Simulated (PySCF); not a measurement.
# C₆ coefficients of unlike pairs at PBE0

Calculated with PySCF 2.14 from the dipole response of each species, C₆(A,B) = (3/π) ∫ α_A(iu) α_B(iu) du, in atomic units, from isotropic polarisabilities. For ions this is the dispersion term alone; charge-induced terms of lower order in 1/R come first.

| species | configuration | basis | relativity | α (bohr³) | C₆ (like pair) |
| --- | --- | --- | --- | --- | --- |
| V | [Ar] 3d3 4s2 (4F) | aug-cc-pVQZ-DK (9s8p6d4f3g2h) | spin-free X2C | 95.60 | 1043 |
| F⁺ | [He] 2s2 2p4 (3P) | aug-cc-pCVTZ-DK (7s6p4d2f) | spin-free X2C | 1.821 | 3.413 |
| Mg²⁺ | [Ne] (1S) | aug-cc-pVQZ (7s6p4d3f2g) | none | 0.3425 | 0.2424 |
| Zn⁺ | [Ar] 3d10 4s1 (2S) | aug-cc-pwCVTZ-PP with ECP10MDF (8s8p7d4f3g) | core potential | 18.03 | 73.65 |

Question: Estimate C₆ for Zn⁺ with Mg²⁺.

Answer: The integral gives 3.024. The combination rule 2 C_A C_B / (C_A α_B/α_A + C_B α_A/α_B) gives 2.522 and the geometric mean 4.225.

No spin-orbit coupling is included.

The other pairs:

| pair | C₆ |
| --- | --- |
| Zn⁺, F⁺ | 13.40 |
| Zn⁺, V | 262.4 |
| F⁺, V | 39.15 |
| Mg²⁺, V | 8.142 |
| Mg²⁺, F⁺ | 0.8716 |
